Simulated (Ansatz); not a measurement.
`[O]=[W]([OH])(=[S])[Cl]` and `[CH3][W](=[O])([OH])=[S]` differ in one atom or group.

Ansatz, PBE0-D4/def2-TZVP geometries, multiplicity 1. Each molecule was computed in one conformer, which needn't be the lowest.

Elements past krypton have def2 core potentials.

```tsv
property	`[O]=[W]([OH])(=[S])[Cl]`
zero-point energy (PBE0-D4/def2-TZVP) / kJ/mol	51.7
size of the dipole moment (B3LYP/def2-TZVPP) / D	2.93
LUMO energy (B3LYP/def2-TZVPP) / eV	-2.95
size of the dipole moment (ωB97M-V/def2-TZVPP) / D	2.93
LUMO energy (PBE0/def2-TZVPP) / eV	-2.78
HOMO energy (PBE0/def2-TZVPP) / eV	-8.01
```

**Question.** What does the change do to each property? (Best estimate.)

**Answer.** Ansatz gave: 
```csv
property,`[CH3][W](=[O])([OH])=[S]`,shift
zero-point energy (PBE0-D4/def2-TZVP) / kJ/mol,141.4,89.7
size of the dipole moment (B3LYP/def2-TZVPP) / D,3.40,0.47
LUMO energy (B3LYP/def2-TZVPP) / eV,-2.59,0.36
size of the dipole moment (ωB97M-V/def2-TZVPP) / D,3.42,0.49
LUMO energy (PBE0/def2-TZVPP) / eV,-2.39,0.39
HOMO energy (PBE0/def2-TZVPP) / eV,-7.64,0.37
```

The zero-point energy changes by 89.7 kJ/mol with +9 modes. Dipoles are sizes alone; their direction can turn.

B3LYP here is the variant with VWN-RPA as its local correlation; programs differ in this.
